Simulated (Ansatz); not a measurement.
Molecular dynamics of BH$_{5}$N$_{2}$Si

input.yaml

```yaml
crystal:
  periodic: [false, false, false]
  atoms:
    - { symbol: "N", position_ang: [-0.664271, 1.645418, 0.198856] }
    - { symbol: Si, position_ang: [0.234703, 0.180974, 0.591961] }
    - { symbol: B, position_ang: [-0.225422, -1.677635, 0.050961] }
    - { symbol: "N", position_ang: [0.701886, -1.036062, -0.768318] }
    - { symbol: H, position_ang: [-0.222423, 2.555815, 0.103357] }
    - { symbol: H, position_ang: [-1.656594, 1.631681, -0.017574] }
    - { symbol: H, position_ang: [1.478368, 0.63355, 1.321513] }
    - { symbol: H, position_ang: [-0.787019, -2.731289, 0.118282] }
    - { symbol: H, position_ang: [1.229271, -1.248752, -1.616239] }
basis:
  gaussian: { orbitals: "6-31G" }
hamiltonian:
  xc: pbe
  dispersion: d4
md:
  timestep: 1.0
  n_steps: 166
  ensemble: nvt_nose_hoover
  temperature: 1000.0
  initial_velocities: maxwell_boltzmann
  seed: 485575
  nose_hoover: { tau: 100.0, chain_length: 1 }
scf:
  lower_state_search: "off"
```

Command:

```bash
$ ansatz run input.yaml --threads 1 --pin off --max-ram 2048MiB --backend cpu --events-out ev --progress --plain --runs-dir out
```

It starts from a relaxed structure.

Output, in part (step lines, the closing report, with atoms numbered from 0):

```
md step     0: t =     0.00 fs  T =  1000.0 K  F+E_penalty+E_count = -11604.75694137 eV  E_kin = 0.904820 eV  conserved = -11603.85212138 eV  (15 SCF iters)
[... lines left out ...]
Total energy: -11604.20494042 eV, -426.4466659479 hartree
Atom 0 at    -0.659465     1.692907     0.298410 Å, force     3.389544     1.081971    -0.451592 eV/Å
Atom 1 at     0.173442     0.183886     0.538308 Å, force     0.423031    -1.195078     0.613018 eV/Å
Atom 2 at    -0.151441    -1.736551     0.092369 Å, force    -0.128107    -1.193689     0.020663 eV/Å
Atom 3 at     0.721609    -1.050861    -0.797776 Å, force    -1.379377     0.016575     1.226066 eV/Å
Atom 4 at     0.052244     2.408546     0.004592 Å, force    -0.895080    -0.284702     0.516538 eV/Å
Atom 5 at    -1.543979     1.967815     0.011004 Å, force    -2.434659     0.076242    -0.502283 eV/Å
Atom 6 at     1.486127     0.594827     1.192108 Å, force    -0.216610     0.115126    -0.024678 eV/Å
Atom 7 at    -0.659656    -2.918343     0.407352 Å, force     0.892444     1.888404    -0.810057 eV/Å
Atom 8 at     1.279473    -1.115409    -1.628951 Å, force     0.348813    -0.504850    -0.587675 eV/Å
Dipole moment:     0.035133     0.354973    -0.405966 e Å
```

The steps, from the saved trajectory:

| time (fs) | T (K) | potential energy less start (eV) | conserved less start (meV/atom) |
| --- | --- | --- | --- |
| 0.0 | 1000 | 0.000 | 0.00 |
| 5.0 | 617 | 0.367 | 2.24 |
| 10.0 | 468 | 0.499 | 1.80 |
| 15.0 | 414 | 0.564 | 3.26 |
| 20.0 | 559 | 0.433 | 2.84 |
| 25.0 | 304 | 0.677 | 3.85 |
| 30.0 | 320 | 0.678 | 5.17 |
| 35.0 | 274 | 0.720 | 4.39 |
| 40.0 | 390 | 0.624 | 4.39 |
| 45.0 | 379 | 0.631 | 3.12 |
| 50.0 | 698 | 0.330 | 0.65 |
| 55.0 | 622 | 0.433 | 2.89 |
| 60.0 | 674 | 0.391 | 1.69 |
| 65.0 | 613 | 0.470 | 2.50 |
| 70.0 | 701 | 0.415 | 3.20 |
| 75.0 | 612 | 0.504 | 2.07 |
| 80.0 | 432 | 0.706 | 4.61 |
| 85.0 | 507 | 0.654 | 4.10 |
| 90.0 | 583 | 0.603 | 3.38 |
| 95.0 | 605 | 0.611 | 4.06 |
| 100.0 | 763 | 0.470 | 1.46 |
| 105.0 | 685 | 0.586 | 3.44 |
| 110.0 | 704 | 0.587 | 2.17 |
| 115.0 | 774 | 0.549 | 2.03 |
| 120.0 | 837 | 0.528 | 2.50 |
| 125.0 | 868 | 0.515 | 0.73 |
| 130.0 | 468 | 0.948 | 5.09 |
| 135.0 | 623 | 0.842 | 4.99 |
| 140.0 | 563 | 0.951 | 6.48 |
| 145.0 | 691 | 0.877 | 6.57 |
| 150.0 | 557 | 1.033 | 5.91 |
| 155.0 | 736 | 0.932 | 7.87 |
| 160.0 | 861 | 0.854 | 5.28 |
| 165.0 | 935 | 0.862 | 7.30 |

The run went to its last step. The conserved energy wandered by up to 8.0 meV per atom (net 1.2 meV per atom), which is poor conservation. The mean temperature of the second half is 28 % below the set value. A run of 0.17 ps of so small a system gives no equilibrium averages. Limits of this set-up: no polarisation functions.

The same pairs are bonded in the first frame and the last. Pairs count as bonded within 1.25 times the sum of covalent radii (0.12 Å more for H–H).

Last frame:

```xyz
9
Properties=species:S:1:pos:R:3
N -0.659 1.693 0.298
Si 0.173 0.184 0.538
B -0.151 -1.737 0.092
N 0.722 -1.051 -0.798
H 0.052 2.409 0.005
H -1.544 1.968 0.011
H 1.486 0.595 1.192
H -0.660 -2.918 0.407
H 1.280 -1.115 -1.629
```

Time of the run: 11 min on 1 thread of AMD EPYC (Zen 3) (shared host), peak memory 0.1 GiB.
